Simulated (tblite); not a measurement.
Compound: C₃H₁₀ClFSi₂.
Z-matrix (Å and degrees, GFN2-xTB geometry), rows numbered from 1:
```
C 
C   1  1.5311
Si  2  1.9011  1  110.40
F   3  1.6136  2  108.69  1   178.23
Si  2  1.9084  1  110.67  3   127.05
C   5  1.9089  2  109.50  1   166.87
Cl  6  1.7837  5  108.31  2   -65.94
H   1  1.0879  2  110.94  3   176.72
H   1  1.0877  2  110.73  3   -63.58
H   1  1.0887  2  111.15  3    56.49
H   2  1.0960  1  107.41  3  -116.69
H   3  1.4566  2  112.60  1    63.48
H   3  1.4570  2  112.68  1   -66.56
H   5  1.4697  2  111.48  1   -73.96
H   5  1.4666  2  110.14  1    48.69
H   6  1.0865  5  112.70  2   176.40
H   6  1.0860  5  113.42  2    52.28
```

Computed with GFN2-xTB (tblite): harmonic, unscaled wavenumbers at the GFN2-xTB geometry, gas phase. This tight-binding method is rough: wavenumbers can miss measured ones by several per cent, in bad cases by 10 to 20. Modes of hydrogen on silicon can be 10 to 20 % off. One conformer, not necessarily the lowest.

Harmonic wavenumbers (cm⁻¹): 29.0, 42.9, 67.8, 122.1, 142.8, 182.7, 219.2, 221.9, 263.2, 330.6, 462.2, 479.8, 552.8, 574.7, 638.0, 652.2, 701.5, 727.3, 756.7, 763.9, 765.4, 782.4, 803.6, 822.8, 990.7, 1048.5, 1077.9, 1093.9, 1149.9, 1192.7, 1259.7, 1426.1, 1435.1, 1512.8, 1517.2, 2215.4, 2248.3, 2303.5, 2323.7, 2913.4, 3006.6, 3011.2, 3019.3, 3021.3, 3034.1.

A = 1771, B = 891.6, C = 716.1 MHz; mass 155.999 u (most abundant isotopes); point group C1, symmetry number 1.

Zero-point energy?

½Σν̃ = 25953 cm⁻¹ = 74.20 kcal/mol.

Give the ideal-gas entropy at 500 K and 1 bar in the rigid-rotor, harmonic-oscillator model (classical rotation).

Translation 43.64, rotation 31.57, vibration 57.04: S = 132.2 cal/(mol K).

And Cp and H(500 K) − H(0)?

Cp = 56.83 cal/(mol K), of which vibrations give 48.88 (their classical limit is 45 R = 89.4); H(500 K) − H(0) = 17.67 kcal/mol without the zero-point energy, 13.69 from vibrations.

Which modes carry the vibrational entropy at 500 K?

29.0 cm⁻¹: 6.92; 42.9 cm⁻¹: 6.15; 67.8 cm⁻¹: 5.24; 122.1 cm⁻¹: 4.08; 142.8 cm⁻¹: 3.77; 182.7 cm⁻¹: 3.29 cal/(mol K); the other 39 give 27.60 together.

What must be added to the electronic energy to get the Gibbs energy at 500 K and 1 bar?

ZPE + [H(500 K) − H(0)] − T·S = 74.20 + 17.67 − 66.12 = 25.75 kcal/mol.

How do the functions run with temperature in this model?

```
 T (K)  S (cal/(mol K))  Cp (cal/(mol K))  H − H(0) (kcal/mol)  G − H(0) (kcal/mol)  ln q(vib)
    50             62.5              15.0                 0.57                -2.56       1.12
   100             74.9              21.0                 1.47                -6.01       2.85
298.15            106.9              41.2                 7.65               -24.23       9.12
373.15            116.9              47.9                11.00               -32.63      11.33
   750            157.8              68.9                33.50               -84.82      21.44
  1000            178.7              76.7                51.76              -126.96      27.27
```

q(vib) and H(0) count from the zero-point level.

Hindered rotation and anharmonicity are outside this model. Other conformers, if any are populated, would add a mixing term that is left out. The structure is chiral; the term R ln 2 for an equal mix with its mirror image is left out.
